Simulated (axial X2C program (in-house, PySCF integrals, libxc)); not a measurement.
## Working with the constants of InH⁻

A bond curve at the CCSD(T) level, two-component, was computed with an in-house relativistic program for diatomic molecules (basis In dyall-acv3z [12s13p10d5f1g], H dyall-av3z [7s3p2d] (cores contracted in-house)) for the state Ω = 1/2 (⟨Sz⟩ = -0.50, ⟨Lz⟩ = 1.00 at HF). Its fit gives Re = 1.8862 Å, ωe = 1258.9 cm⁻¹, ωexe = 34.1 cm⁻¹ and αe = 1.862e-01 cm⁻¹; the masses are 114.9039 and 1.0078 u. Two-component means X2C with spin–orbit coupling and atomic mean-field Coulomb and Gaunt terms.

Correlated methods: 15 electrons correlated (number of frozen shells: In 4 s, 3 p, 1 d; H none), 241 virtual spin orbitals or spinors in MP2, 90 natural virtuals in coupled cluster.

Q: Find the reduced mass, Be and the force constant.

A: From the CCSD(T) values: μ = 0.9990 u. Be = 16.8576/(μ Re²) = 4.743 cm⁻¹. k = 5.8918×10⁻⁷ μ ωe² = 0.933 mdyn/Å.

Q: Estimate the centrifugal constant by the Kratzer relation.

A: D = 4Be³/ωe² = 2.69e-04 cm⁻¹.

Q: Where do the fundamental and the first overtone lie?

A: ν(1←0) = ωe − 2ωexe = 1190.7 cm⁻¹; ν(2←0) = 2ωe − 6ωexe = 2313.2 cm⁻¹.

Q: A Morse curve ties αe to the other constants (Pekeris). How well does that hold?

A: αe(Morse) = 6Be²/ωe × (√(ωexe/Be) − 1) = 1.803e-01 cm⁻¹; the CCSD(T) curve gives 1.862e-01 cm⁻¹, a ratio of 0.97.

Q: Scale the constants to the deuteride (D 2.0141 u) within the Born–Oppenheimer picture.

A: ρ = √(μH/μD) = 0.7104; ωe = 894.4, ωexe = 17.2, Be = 2.394 cm⁻¹; the zero-point energy falls by 178 cm⁻¹.

The state is a single determinant with fixed occupations, the lowest that a limited PBE0 search found. Coupled cluster ran in a truncated set of natural virtual spinors; the MP2 energy of the rest was added. (T) has no such correction and the atoms are truncated less, which lowers De at CCSD(T) by a hundredth of an eV or more.
